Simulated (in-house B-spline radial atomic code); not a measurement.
**The calcium ion Ca²⁺: [Ne] 3s2 3p6**

All numbers are computed (Dirac-Kohn-Sham relativistic LDA, spherical fractional occupations; Fermi nucleus of rms radius 3.4776 fm) with a radial B-spline atomic code at the basis-set limit, not measured.

Screening seen three ways: the hydrogenic charge with the same mean radius, Z_r = [3n² - l(l+1)]/(2<r>), the one with the same energy, Z_e = n√(-2ε), and Slater's rules. Values are occupation-weighted means over j.

```json
{"shell": "1s", "electrons": "2", "ε (eV)": "-3945", "<r> (bohr)": "0.07711", "Z_r": "19.45", "Z_e": "17.03", "Slater": "19.70"}
{"shell": "2s", "electrons": "2", "ε (eV)": "-428", "<r> (bohr)": "0.3657", "Z_r": "16.41", "Z_e": "11.22", "Slater": "15.85"}
{"shell": "2p", "electrons": "6", "ε (eV)": "-349.84", "<r> (bohr)": "0.3285", "Z_r": "15.22", "Z_e": "10.14", "Slater": "15.85"}
{"shell": "3s", "electrons": "2", "ε (eV)": "-62.018", "<r> (bohr)": "1.154", "Z_r": "11.70", "Z_e": "6.41", "Slater": "8.75"}
{"shell": "3p", "electrons": "6", "ε (eV)": "-43.118", "<r> (bohr)": "1.258", "Z_r": "9.93", "Z_e": "5.34", "Slater": "8.75"}
```

The least bound orbital is 3p3/2 at -42.99 eV, and it is also the most diffuse (<r> = 1.261 bohr).

Spin-orbit splittings of the orbital energies (j = l + 1/2 above j = l - 1/2 when positive): 2p 3.667 eV, 3p 0.3951 eV.

For the 1s electron the small component carries 0.507 % of the norm, the zero-frequency Breit interaction raises the level by 3.573 eV, self-energy by 1.655 eV, and vacuum polarisation lowers it by 0.1223 eV.
